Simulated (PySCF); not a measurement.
Compound: C4H8B2GeO.
SMILES with atom numbers: `[GeH3:1][O:2][B:3]1[CH:4]=[CH:5][BH:6][CH:7]=[CH:8]1`

The computed photoelectron lines, unassigned: B 1s: 194.96 (area 1), 195.95 (area 1) eV; C 1s: 289.67 (area 2), 289.72 (area 2) eV; O 1s: 537.70 eV.

Level of theory: delta-SCF UKS SCAN, pcX-2 on the ionised atom, pcseg-1 elsewhere, spin-free X2C in PySCF. The structure is a single PBE0-D3(BJ)/def2-SVP conformer in the gas phase; no vibrational or solvent corrections.

(1) Order the boron atoms by B 1s binding energy.

## Answers

(1) 194.96 eV: B6 (ring boron); 195.95 eV: B3 (ring boron). Lowest listed B 1s: B6, bonded to 2 C and H. Highest, 0.99 eV above it: B3, bonded to O and 2 C.

Bonded neighbours of each site: O2: B and Ge; B3: O and 2 C; C4/C8: C (double bond), H and B; C5/C7: C (double bond), H and B; B6: 2 C and H.

Which photon energy gives electrons from O 1s of O2 (atom 2) a kinetic energy of 50 eV, and what is their de Broglie wavelength?

hν = 537.70 + 50 = 587.70 eV, recoil neglected; λ = 12.264 Å/√(E/eV) = 1.73 Å.

Topologically equivalent atoms share the value of their first member; where this conformer doesn't relate them by symmetry, their own values could differ. Spin contamination (⟨S²⟩ against 0.75 for a pure doublet) is marked for B 1s of B6 (0.89), which makes this value less certain. No level of germanium is listed.

Conformer computed: `[GeH3:1][O:2][B:3]1[CH:4]=[CH:5][BH:6][CH:7]=[CH:8]1`: Ge1–O2–B3–C4 180°.
